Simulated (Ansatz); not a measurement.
A nudged elastic band was laid between two geometries of C2H6SSi (10 atoms, charge 0, multiplicity 1).

All numbers below come from RKS PBE-D4/6-31G* (Ansatz).

- movable images: 5
- climbing image: yes
- spring: 5.0 eV/Å²
- optimiser: quadratic models (default)
- start path: IDPP
- force threshold: 0.05 eV/Å
- iteration limit: 60
- end points: relaxed

Image 0:

```xyz
10
Properties=species:S:1:pos:R:3
C -0.482 1.511 0.215
Si -1.563 0.675 -1.150
S -0.698 -1.298 -1.215
C 0.692 -1.464 -0.015
H -0.584 0.995 1.189
H 0.595 1.509 -0.040
H -0.796 2.559 0.355
H 0.346 -1.277 1.013
H 1.506 -0.765 -0.260
H 1.066 -2.496 -0.089
```

Image 6:

```xyz
10
Properties=species:S:1:pos:R:3
C -0.058 1.565 -0.345
Si -1.585 0.671 -1.121
S -1.233 -1.365 -0.508
C 0.316 -1.513 0.482
H -0.035 1.461 0.757
H 0.899 1.162 -0.728
H -0.092 2.642 -0.582
H 0.419 -2.570 0.771
H 0.261 -0.893 1.390
H 1.191 -1.212 -0.114
```

Task: What changes between the two ends?

Result: No bond is made or broken. The dihedral Si2–S3–C4–H9 goes from -62 to 60°. The two ends are copies of one structure, up to a mirror image or an exchange of like atoms.

Task: Give the energies along the band, and the barrier.

Result: It converged. The highest image is number 3 of 0 to 6, 1.7 kJ/mol above the ends, which have the same energy within 2 meV. A vibrational analysis at the climbing image gives one clearly imaginary mode, 57i cm⁻¹: a first-order saddle point.

```csv
image,path coordinate (Å),energy (kJ/mol),dihedral Si2–S3–C4–H9 (°)
0,0.00,0.0,-62
1,0.60,0.5,-43
2,1.20,1.3,-22
3,1.80,1.7,-1
4,2.38,1.4,20
5,2.97,0.5,41
6,3.55,0.0,60
```

Task: What is the geometry of the highest image?

Result: 
```xyz
10
Properties=species:S:1:pos:R:3:forces:R:3
C -0.218 1.626 -0.229 0.01 0.00 0.01
Si -1.640 0.611 -1.054 0.00 0.00 0.00
S -1.088 -1.418 -0.602 -0.02 0.00 -0.01
C 0.471 -1.567 0.372 0.03 0.00 0.02
H -0.170 1.463 0.864 0.00 0.00 0.00
H 0.774 1.375 -0.648 0.00 0.00 0.00
H -0.390 2.703 -0.398 0.00 0.00 0.00
H 0.241 -2.079 1.319 0.00 0.00 0.00
H 0.921 -0.587 0.585 -0.01 -0.01 0.00
H 1.182 -2.179 -0.205 0.00 0.01 0.00
```

The run took 51 s on 1 thread of Intel(R) Xeon(R) 6975P-C (Granite Rapids), with other jobs on the host, peak memory 0.14 GiB.
